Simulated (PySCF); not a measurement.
BHO, SMILES B=O. Atoms are numbered in the order given.

```xyz
3

H      0.0000     0.0000    -1.7737
B      0.0000     0.0000    -0.6009
O      0.0000     0.0000     0.5973
```
Charge 0, spin multiplicity 1.

Coordinates come from a PBE0-D3(BJ)/def2-TZVPD optimisation.

These are PBE/pcJ-2 in PySCF values and carry that method's errors.

Isotropic couplings with Fermi-contact, spin-dipole and both spin-orbit terms, one fixed conformer, no vibrational averaging. Isotopes: 11B, 1H.

Computed spin–spin coupling constants:
```json
[
 {"pair": "H1–B2", "bonds apart": "1", "J (Hz)": "255.0"}
]
```
